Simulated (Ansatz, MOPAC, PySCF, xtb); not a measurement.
Isomers of H4Se2Si: 1 is [SeH][SiH2][SeH], 2 is [SiH3][Se][SeH]; one conformer of each (the lowest of an xTB search), B3LYP-D3(BJ)/def2-TZVP minima.
Isomer 1 (charge 0, multiplicity 1):
```xyz
7

Se     1.6998     0.1520    -1.0488
Si    -0.1310    -0.6663     0.0538
Se    -1.4850     0.9405     0.9606
H      2.1682     0.9159     0.1188
H      0.2346    -1.5035     1.2148
H     -0.8200    -1.4729    -0.9745
H     -1.6667     1.6342    -0.3247
```
Isomer 2 (charge 0, multiplicity 1):
| atom | x (Å) | y (Å) | z (Å) |
|---|---|---|---|
| Si | -1.0383 | -0.3324 | -0.3203 |
| Se | 1.1220 | -0.9748 | -0.7740 |
| Se | 2.1210 | 0.3700 | 0.9042 |
| H | -1.8919 | -1.1002 | -1.2573 |
| H | -1.3873 | -0.6554 | 1.0784 |
| H | -1.1984 | 1.1183 | -0.5548 |
| H | 2.2729 | 1.5745 | 0.0655 |

No zero-point or thermal terms.

The state that PM7 reach isn't checked; PM7 holds dispersion and hydrogen-bond terms.

Run with Ansatz (Gaussian orbitals); MOPAC for PM7 (differences of heats of formation); PySCF for the dispersion terms; xtb for the GFN methods. 

Question: What electronic energy of isomer 2 less that of isomer 1 does GFN2-xTB give?

Answer: -4.4 kcal/mol

Question: What electronic energy of isomer 2 less that of isomer 1 does r2SCAN-D3(BJ)/def2-TZVPP give?

Answer: 15.1 kcal/mol

Question: Predict the electronic energy of isomer 2 less that of isomer 1 from PM7.

Answer: 49.7 kcal/mol

Ansatz is a first-principles code.
